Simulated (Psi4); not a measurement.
Cl5Ta, charge +1, quartet, geometry from GFN2-xTB of the parent state (such geometries of metal compounds can be far from the true shape) (a state made from the parent by changing its charge; the spin is typed, not shown lowest) (core potentials on Ta); HF/def2-SVP in Psi4.

Psi4 was given this input:
```
memory 2 GB

molecule {
1 4
Ta   -0.00000000    0.00000000    0.00000000
Cl    1.59861123   -0.60586928    1.55347509
Cl   -1.59861123    0.60586928   -1.55347509
Cl    0.28032479    2.17020709    0.55793071
Cl    1.25052377   -0.91398127   -1.64331859
Cl   -1.53084855   -1.25622582    1.08538789
}

set {
  basis def2-svp
  reference rohf
}

energy('scf')
print_variables()
```

Task: Write the output that Psi4 gives for this input, abridged.

Result: 
```
   => Loading Basis Set <=

    Name: DEF2-SVP
    Role: ORBITAL
    Keyword: BASIS

    !!!  WARNING: ECP capability is in beta. Please check occupations closely.  !!!

         ---------------------------------------------------------
                                   SCF
               by Justin Turney, Rob Parrish, Andy Simmonett
                          and Daniel G. A. Smith
                             ROHF Reference
         ---------------------------------------------------------

  ==> Geometry <==

    Molecular point group: c1
    Full point group: C1

    Geometry (in Angstrom), charge = 1, multiplicity = 4:

       Center              X                  Y                   Z               Mass
    ------------   -----------------  -----------------  -----------------  -----------------
         TA          -0.000000000983     0.000000000000    -0.000000000983   180.947995800000
         CL           1.598611229017    -0.605869280000     1.553475089017    34.968852682000
         CL          -1.598611230983     0.605869280000    -1.553475090983    34.968852682000
         CL           0.280324789017     2.170207090000     0.557930709017    34.968852682000
         CL           1.250523769017    -0.913981270000    -1.643318590983    34.968852682000
         CL          -1.530848550983    -1.256225820000     1.085387889017    34.968852682000

  Running in c1 symmetry.

  Rotational constants: A =      0.03151  B =      0.02631  C =      0.02631 [cm^-1]
  Rotational constants: A =    944.65386  B =    788.82114  C =    788.82114 [MHz]
  Nuclear repulsion =  691.065410401081067

  Charge       = 1
  Multiplicity = 4
  Electrons    = 97
  Nalpha       = 50
  Nbeta        = 47

  ==> Algorithm <==

  SCF Algorithm Type is DF.
  DIIS enabled.
  MOM disabled.
  Fractional occupation disabled.
  Guess Type is SAD.
  Energy threshold   = 1.00e-06
  Density threshold  = 1.00e-06
  Integral threshold = 1.00e-12

  ==> Primary Basis <==

  Basis Set: DEF2-SVP
    Blend: DEF2-SVP
    Number of shells: 52
    Number of basis functions: 122
    Number of Cartesian functions: 132
    Spherical Harmonics?: true
    Max angular momentum: 3

  Core potential: DEF2-SVP
    Number of shells: 4
    Number of ECP primitives: 10
    Number of ECP core electrons: 60
    Max angular momentum: 3

   => Loading Basis Set <=

    Name: (DEF2-SVP AUX)
    Role: JKFIT
    Keyword: DF_BASIS_SCF

  ==> Integral Setup <==

[...]
   @DF-ROHF iter  22: -2352.86408223074750   -1.81957e-05   1.28614e-05 DIIS
   @DF-ROHF iter  23: -2352.86408754013064   -5.30938e-06   1.23183e-05 DIIS
   @DF-ROHF iter  24: -2352.86408197210039    5.56803e-06   1.13609e-05 DIIS
   @DF-ROHF iter  25: -2352.86407281136053    9.16074e-06   7.45289e-06 DIIS
   @DF-ROHF iter  26: -2352.86407312643496   -3.15074e-07   5.67359e-06 DIIS
   @DF-ROHF iter  27: -2352.86407440973517   -1.28330e-06   3.48784e-06 DIIS
   @DF-ROHF iter  28: -2352.86407435309002    5.66451e-08   2.62753e-06 DIIS
   @DF-ROHF iter  29: -2352.86407401458746    3.38503e-07   1.19073e-06 DIIS
   @DF-ROHF iter  30: -2352.86407401852603   -3.93857e-09   8.34143e-07 DIIS
  Energy and wave function converged.

  ==> Post-Iterations <==

    Orbital Energies [Eh]
    ---------------------

    Doubly Occupied:

[...]
    Singly Occupied:

[...]
    Virtual:

[...]
    Final Occupation by Irrep:
              A
    DOCC [    47 ]
    SOCC [     3 ]
    NA   [    50 ]
    NB   [    47 ]

  @DF-ROHF Final Energy: -2352.86407401852603

   => Energetics <=

    Nuclear Repulsion Energy =            691.0654104010810670
    One-Electron Energy =               -4627.9579739241980860
    Two-Electron Energy =                1584.0284895045911071
    Total Energy =                      -2352.8640740185260256

Computation Completed

Properties will be evaluated at   0.000000,   0.000000,   0.000000 [a0]

Properties computed using the SCF density matrix

 Multipole Moments:

 ------------------------------------------------------------------------------------
     Multipole            Electronic (a.u.)      Nuclear  (a.u.)        Total (a.u.)
 ------------------------------------------------------------------------------------

 L = 1.  Multiply by 2.5417464519 to convert [e a0] to [Debye]
 Dipole X            :         -0.1710695            0.0000001           -0.1710694
 Dipole Y            :         -0.3314418           -0.0000000           -0.3314418
 Dipole Z            :          0.0475961            0.0000001            0.0475963
 Magnitude           :                                                    0.3760104

 ------------------------------------------------------------------------------------

  Variable Map:
  ----------------------------------------------------------------------------
[...]
  Array Variable Map:
  ----------------------------------------------------------------------------
[...]
[...]
```
